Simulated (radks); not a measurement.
Results of a calculation; reference values are marked as such.
Problem. All-electron atom: Pb77+ in [He] 2s2 2p1. Level of theory: Dirac Kohn-Sham, BLYP, spin-unpolarised, spherical densities, finite nucleus; open shells fill j = l - 1/2 first; Fermi nuclear charge, rms radius 5.5012 fm (a radial shooting solver on a logarithmic mesh with Libxc functionals). Some entries of the table are withheld. Estimate them.

orbital,occ.,eigenvalue (hartree),<1/r> (bohr^-1),<r^2> (bohr^2)
1s1/2,2,-3586.228,101.5,0.0003551
2s1/2,2,-884.8868,26.10,(1)
2p1/2,1,-873.9126,(2),0.003441
2p3/2,0,-785.3611,(3),0.004466
3s1/2,0,-377.9111,10.65,0.02743
3p1/2,0,-373.8957,10.65,0.02384
3p3/2,0,-348.7847,9.117,0.02800

Solution. 
(1) 2s1/2 <r^2> (bohr^2): 0.004979
(2) 2p1/2 <1/r> (bohr^-1): 25.98
(3) 2p3/2 <1/r> (bohr^-1): 20.80
